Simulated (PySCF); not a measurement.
SMILES F[Si](F)(F)O[SiH](Cl)Cl (HCl2F3OSi2), singlet (PBE0/def2-SVP optimised geometry):

```
9

Si     0.063    -1.576     0.000
F     -0.441    -2.370     1.284
F     -0.448    -2.345    -1.295
F      1.655    -1.576     0.000
O     -0.515    -0.065     0.000
Si    -0.343     1.532     0.367
Cl     0.354     1.698     2.282
Cl     1.005     2.370    -0.918
H     -1.655     2.186     0.236
```

Level of theory: PBE0/def2-TZVP (PySCF).

Q: What are the frontier orbital energies and the dipole moment?

A: HOMO-2 -9.97 eV, HOMO-1 -9.90 eV, HOMO -9.67 eV, LUMO -0.06 eV, LUMO+1 0.03 eV; dipole moment 1.61 D.

On the same geometry PySCF with PBE/def2-TZVP gives HOMO-2 -8.49 eV, HOMO-1 -8.47 eV, HOMO -8.22 eV, LUMO -1.04 eV, LUMO+1 -0.94 eV; dipole moment 1.49 D.

Meta-Löwdin charges at PBE0/def2-TZVP: Si1 1.83, F2 -0.48, F3 -0.48, F4 -0.48, O5 -0.83, Si6 1.06, Cl7 -0.27, Cl8 -0.26, H9 -0.09.
